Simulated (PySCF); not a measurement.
Cost against size for one kind of job: delta-SCF UKS SCAN, pcX-2 on the ionised atom, pcseg-1 elsewhere, spin-free X2C (PySCF). Hardware: one thread of an x86-64 server, shared host. The host was shared with other jobs, so the times are rough.

| species (SMILES) | atoms | electrons | basis functions | SCF cycles | core holes | wall time |
| --- | --- | --- | --- | --- | --- | --- |
| [F][GeH2][PH2] | 7 | 60 | 121 | 43 | 3 | 9.9 s |
| CCCCCl | 14 | 50 | 161 | 91 | 6 | ? |
| C#CS(F)(F)(F)(F)F | 9 | 74 | 163 | 132 | 7 | 36 s |
| CO[C@H](C)CCF | 18 | 58 | 184 | 118 | 7 | 1.8 min |
| CC[SiH2][AsH][SiH3] | 16 | 84 | 188 | 83 | 6 | ? |

Task: Estimate the withheld figures.

Result: `CCCCCl`: 25 s; `CC[SiH2][AsH][SiH3]`: 2.1 min.

Task: Which species took longest, and how many times the shortest run?

Result: `CC[SiH2][AsH][SiH3]`, at 2.1 min: about 13 times the shortest (9.9 s).
